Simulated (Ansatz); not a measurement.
`C[NH][Zr]([Cl])([Cl])[O]C` + HCl → `C[NH][Zr]([Cl])([Cl])[Cl]` + CH₃OH at 298.15 K and 1 bar (ligand exchange at a Zr–O bond).

Gas-phase electronic energies from Ansatz, PBE0-D4/def2-TZVP geometries. CBS: MP2 limit from def2 TZ/QZ plus the TZ coupled-cluster correction, frozen cores. This one scheme is used for every species. def2 core potentials past Kr. For Zr outer-core shells are correlated without core-valence functions, which leaves a few kJ/mol of doubt a bond. One conformer a species, not always the lowest.

```
                    species  CCSD(T)/CBS energy (Eh)  H − E (kJ/mol)  S (J/(mol·K))
`C[NH][Zr]([Cl])([Cl])[O]C`              -1176.98734           290.1          481.8
                        HCl               -460.38127            26.6          186.8
`C[NH][Zr]([Cl])([Cl])[Cl]`              -1521.75679           178.5          434.8
                      CH₃OH               -115.61712           146.3          238.2
```

H − E and S are ideal-gas, rigid-rotor, harmonic terms from PBE0-D4/def2-TZVP, for one conformer and one mirror image of each species. 1 Eh = 2625.50 kJ/mol, R = 8.31446 J/(mol·K).

**Question.** By hand: ΔE, ΔH, ΔS and ΔG.

**Answer.** ΔE = (-1521.75679) + (-115.61712) − (-1176.98734) − (-460.38127) = -0.00530 Eh = -13.9 kJ/mol. Δ(H − E) = 178.5 + 146.3 − 290.1 − 26.6 = 8.1, so ΔH = -5.8 kJ/mol. ΔS = 434.8 + 238.2 − 481.8 − 186.8 = 4.4 J/(mol·K). ΔG = -5.8 − 298.15 × (4.4)/1000 = -7.1 kJ/mol.

**Question.** By hand: the equilibrium constant, and the temperature at which ΔG would vanish if ΔH and ΔS stayed fixed.

**Answer.** log₁₀ K = −ΔG/(RT ln 10) = 1.2. ΔH and −TΔS have one sign here, so there is no such temperature.

The number of gas molecules stays the same, so ΔS is small and ΔH decides. A doubt of 5 kJ/mol in ΔE shifts log₁₀ K by 0.9 here. Other conformers and mirror images would add mixing entropy, several J/(mol·K) or more a flexible species. Modes under 60 cm⁻¹, often nearly free rotors, make the harmonic entropy too high. These are equilibria of isolated gas molecules and say nothing of rates. Largest T1 diagnostic: 0.016 (customary marks: 0.02 for closed shells, 0.045 for open ones).

ΔS is within the doubt of such terms, so its sign, and with it that verdict, could turn.
